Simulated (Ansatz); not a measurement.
Cost and result for the atomization energy of `[F][Ga@H-]1[F+][Ga@@H-]([F])[F+]1` (8 atoms, 8 bonds).

Charge 0, multiplicity 1. Correlated methods include outer-core shells of Ga, which these sets cover unevenly. Scalar relativity is left out up to krypton. The geometry is a stationary point of PBE0-D4/def2-TZVP. Program: Ansatz. All runs use 4 threads of an Arm Neoverse V2 on a shared host. Times are those of one run each, without the atoms' runs, and a repeat can differ threefold. Electronic energies, without spin–orbit coupling; frozen cores. CCSD(T)/CBS adds CCSD(T) − MP2 in def2-TZVPP to the MP2 limit, and its time is that of the two runs behind it. T1 = 0.014. With those shells the extrapolation isn't a true limit. B3LYP takes the VWN-RPA correlation (the form of Gaussian; ORCA's B3LYP/G).

CCSD(T)/CBS is a level of theory with its own doubt, some kJ/mol a heavy atom from the limit and from the frozen cores, so smaller differences don't rank the functionals.

```json
{"level": "LDA (SPW92)/def2-TZVPP", "functions": "248", "wall time": "1.7 s", "atomization (kJ/mol)": "3088.7", "difference from CCSD(T)/CBS": "400.7", "per bond": "50.1"}
{"level": "CAM-B3LYP-D4/def2-TZVPP", "functions": "248", "wall time": "6 s", "atomization (kJ/mol)": "2663.6", "difference from CCSD(T)/CBS": "-24.4", "per bond": "-3.0"}
{"level": "BHLYP-D4/def2-TZVPP", "functions": "248", "wall time": "6 s", "atomization (kJ/mol)": "2510.5", "difference from CCSD(T)/CBS": "-177.5", "per bond": "-22.2"}
{"level": "B3LYP-D4/def2-TZVPP (with forces)", "functions": "248", "wall time": "7.5 s", "atomization (kJ/mol)": "2598.4", "difference from CCSD(T)/CBS": "-89.6", "per bond": "-11.2"}
{"level": "r2SCAN-D4/def2-TZVPP (with forces)", "functions": "248", "wall time": "8 s", "atomization (kJ/mol)": "2683.4", "difference from CCSD(T)/CBS": "-4.6", "per bond": "-0.6"}
{"level": "PBE-QIDH/def2-TZVPP", "functions": "248", "wall time": "9 s", "atomization (kJ/mol)": "2641.0", "difference from CCSD(T)/CBS": "-47.0", "per bond": "-5.9"}
{"level": "B97M-V/def2-TZVPP", "functions": "248", "wall time": "12 s", "atomization (kJ/mol)": "2665.9", "difference from CCSD(T)/CBS": "-22.1", "per bond": "-2.8"}
{"level": "ωB97X-V/def2-TZVPP", "functions": "248", "wall time": "12 s", "atomization (kJ/mol)": "2675.6", "difference from CCSD(T)/CBS": "-12.4", "per bond": "-1.6"}
{"level": "ωB97M-V/def2-TZVPP (with forces)", "functions": "248", "wall time": "19 s", "atomization (kJ/mol)": "2644.9", "difference from CCSD(T)/CBS": "-43.1", "per bond": "-5.4"}
{"level": "CCSD(T)/def2-SVP", "functions": "130", "wall time": "26 s", "atomization (kJ/mol)": "2563.6", "difference from CCSD(T)/CBS": "-124.4", "per bond": "-15.6"}
{"level": "MP2/def2-QZVPP", "functions": "466", "wall time": "35 s", "atomization (kJ/mol)": "2793.1", "difference from CCSD(T)/CBS": "105.1", "per bond": "13.1"}
{"level": "CCSD(T)/def2-TZVPP", "functions": "248", "wall time": "9.1 min", "atomization (kJ/mol)": "2646.2", "difference from CCSD(T)/CBS": "-41.8", "per bond": "-5.2"}
{"level": "CCSD(T)/CBS(def2)", "functions": "–", "wall time": "9.7 min", "atomization (kJ/mol)": "2688.0", "difference from CCSD(T)/CBS": "0.0", "per bond": "0.0"}
```

Leaving LDA and LC-ωPBE aside and taking each functional with its dispersion term where it has one, the values spread over 172.9 kJ/mol, from BHLYP-D4 to r2SCAN-D4. LDA lies +438.1 kJ/mol from PBE without D4, its usual overbinding. From PBE to PBE0 (25 % exact exchange), in def2-TZVPP and without D4, the atomization energy moves by −70.8 kJ/mol: exact exchange takes away binding that semilocal exchange gives to molecules. At CCSD(T), def2-SVP lies −124.3 kJ/mol from the extrapolated value and def2-TZVPP −41.8 kJ/mol: correlation converges slowly with the basis, and small sets miss more of it in the bonded molecule than in its fragments.
